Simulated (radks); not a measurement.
The numbers below are computed, except where a source is named.
All-electron atom: Cu II in [Ar] 3d8 4p2 (not the ground configuration).

Code: a radial shooting solver on a logarithmic mesh with Libxc functionals. Model: Dirac Kohn-Sham, PBE, spin-unpolarised, spherical densities, finite nucleus; open shells are shared between the two j in proportion to 2j + 1; Fermi nuclear charge, rms radius 3.8823 fm.

Energy parts (hartree):
part                       energy
total                 -1653.70067
kinetic                1682.44289
electron-nucleus      -3962.10216
Hartree                 692.64404
exchange-correlation    -66.68543

Orbitals (lengths in bohr, moments of r in powers of bohr; <r^-3> diverges for s and p1/2):
orbital,occ.,eigenvalue (hartree),<r^-3>,<1/r>,<r^2>
1s1/2,2,-326.1228,-,29.16,0.003656
2s1/2,2,-40.00572,-,6.358,0.06522
2p1/2,2,-35.16095,-,6.312,0.05124
2p3/2,4,-34.40819,684.7,6.172,0.05279
3s1/2,2,-5.14140,-,2.020,0.5742
3p1/2,2,-3.63183,-,1.892,0.6286
3p3/2,4,-3.53432,89.35,1.859,0.6457
3d3/2,3.2,-1.04934,9.087,1.520,0.9764
3d5/2,4.8,-1.03743,8.877,1.511,0.9883
4p1/2,0.666667,-0.38601,-,0.4562,9.210
4p3/2,1.33333,-0.38021,5.364,0.4504,9.418

The highest occupied level is 4p3/2 at -10.346 eV. The density falls to 0.001 e/bohr^3 at r = 4.31 bohr. The electron density at the nucleus is 2.219e+04 e/bohr^3. Summed over all electrons, <r^2> = 32.01 bohr^2, which gives a Langevin (diamagnetic) susceptibility term of -25.3 x 10^-6 cm^3/mol.
